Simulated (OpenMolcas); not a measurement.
Mo4+ among 6 point charges of -1.5 e arranged as a tetragonal octahedron (D4h). The axial distance is 0.93 times the equatorial one, R.

- Program: OpenMolcas 26.06
- Method: SS-CASPT2, IPEA 0.25 Eh, imaginary shift 0.1 Eh (closed shells correlated: 4s 4p)
- Basis: ANO-RCC-VDZP [6s5p3d1f]
- Scalar Hamiltonian: DKH2, point nucleus
- Active space: 2 electrons in 5 orbitals (4d)
- State averaging: 2S+1 = 3 even, 10 roots; 2S+1 = 1 even, 15 roots
- Spin-orbit coupling: state interaction with AMFI integrals over the reference wave functions

All point charges move together. At R = 2.1 Å the first state of the same spin is 1310 cm-1, and at R = 2.28 Å it is 960 cm-1.

A third run gives 1830 cm-1. What distance was it run at?

With a power law R^-n the two known points give n = -ln(960 / 1310) / ln(2.28 / 2.1) = 3.78. Then R = 2.1 × (1310 / 1830)^(1/3.78) = 1.922 Å. The run was at 1.91 Å, so the estimate is off by +0.012 Å.

Roots that are degenerate in the reference are averaged as groups; the widest CASPT2 spread within a group is 14 cm-1 (the 2-fold group of multiplicity 1 near 10100 cm-1 above the lowest state of its run, R = 1.91). Shifts and gaps below about the spread of the groups concerned are not significant. Over all roots computed the reference weight is 0.91 to 0.96 in R = 1.91; the roots of lowest weight are the least certain, and an intruder state may touch them. An orbital doublet at a regular site is open to a Jahn-Teller distortion, which this geometry leaves out. Free-ion shares, where given, are those of the reference states; single-state CASPT2 does not remix them. Point charges carry no covalency, so the field is a model and not that of real ligands. No measured value stands beside these numbers.
